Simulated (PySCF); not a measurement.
ClGa, triplet, at a GFN2-xTB geometry (such geometries of metal compounds can be far from the true shape) (the spin is typed, not shown lowest). Base run: PBE/def2-SVP in PySCF.

Geometry (Å):
```xyz
2

Ga     0.0000     0.0000    -0.7875
Cl     0.0000     0.0000     1.4360
```
Charge 0, spin multiplicity 3.
Orbitals are unrestricted.
All else is at PySCF's defaults.

The base run was repeated with changes; each row names its change, and settings that it needs were set with it.

```csv
change,basis functions,E (Eh),HOMO (eV),dipole (D)
base,50,-2384.11624,-3.17,1.37
basis = ANO-RCC-VDZP; relativity = none,45,-2373.12166,-3.35,1.98
basis = ANO-RCC-VDZP; relativity = spin-free X2C,45,-2404.98902,-3.20,1.86
basis = ANO-RCC-VDZP; relativity = spin-free X2C; nucleus = Gaussian (with nucmod='G'),45,-2404.97751,-3.20,1.86
basis = cc-pVTZ-DK; relativity = spin-free X2C,77,-2405.00029,-3.25,1.33
basis = cc-pVTZ-DK; relativity = spin-free X2C; nucleus = Gaussian (with nucmod='G'),77,-2404.98899,-3.25,1.33
basis = cc-pVTZ-DK; relativity = none,77,-2373.24092,-3.32,1.49
basis = cc-pVDZ-DK; relativity = spin-free X2C; nucleus = Gaussian (with nucmod='G'),45,-2404.87830,-3.19,1.37
basis = cc-pVDZ-DK; relativity = spin-free X2C,45,-2404.88843,-3.19,1.37
basis = cc-pVDZ-DK; relativity = none,45,-2374.25306,-3.27,1.55
```

Total energies compare only within one method and basis.

Open shells are given as the SCF converged; they aren't shown to be the lowest states, and a large step between rows can be another state.

Basis sets contracted for a relativistic Hamiltonian are a mismatch without it, so the rows without relativity aren't non-relativistic limits. No row has spin-orbit coupling; sets with core potentials leave out the core electrons.
